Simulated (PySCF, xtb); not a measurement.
C₂H₅NOSi, SMILES N#CC[SiH2]O.

GFN2-xTB in xtb 6.7.1 at its own geometry gives an orbital gap of 5.66 eV and a dipole moment of 5.12 D.

Geometry: B3LYP-D3(BJ)/def2-SVP. The structure was generated by enumeration, and PubChem lists no compound with its InChIKey, so it may never have been made. Other conformers were not sampled.

**Question.** What does PySCF with PBE/def2-TZVP give? (Estimate from the structure and the level; the computed values follow.)

**Answer.** gap 6.40 eV (levels -7.56 and -1.16 eV), dipole 4.57 D.
